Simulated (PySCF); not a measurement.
SMILES c1ccc(Oc2ccsc2)cc1 (C10H8OS) (GFN2-xTB optimised geometry):

```
20

C     -1.955    -2.093     0.000
C     -2.640    -0.889     0.009
C     -1.949     0.307     0.003
C     -0.557     0.304    -0.009
O      0.059     1.529     0.028
C      1.329     1.653    -0.457
C      1.817     1.063    -1.656
C      3.091     1.436    -1.925
S      3.720     2.514    -0.743
C      2.251     2.456     0.145
C      0.133    -0.902     0.000
C     -0.571    -2.093     0.000
H     -2.497    -3.027    -0.002
H     -3.720    -0.881     0.016
H     -2.466     1.254     0.011
H      1.231     0.408    -2.276
H      3.703     1.149    -2.756
H      2.136     3.027     1.043
H      1.213    -0.908     0.018
H     -0.029    -3.027     0.005
```

Method: PBE/def2-SVP run with PySCF.

Question: What are the frontier orbital energies and the dipole moment?

Answer: HOMO-2 -6.25 eV, HOMO-1 -5.97 eV, HOMO -5.22 eV, LUMO -1.25 eV, LUMO+1 -1.02 eV; dipole moment 0.97 D.

Meta-Löwdin charges at PBE/def2-SVP: C1 -0.12, C2 -0.10, C3 -0.14, C4 0.19, O5 -0.28, C6 0.16, C7 -0.17, C8 -0.24, S9 0.28, C10 -0.28, C11 -0.16, C12 -0.10, H13 0.11, H14 0.11, H15 0.12, H16 0.13, H17 0.13, H18 0.14, H19 0.12, H20 0.11.
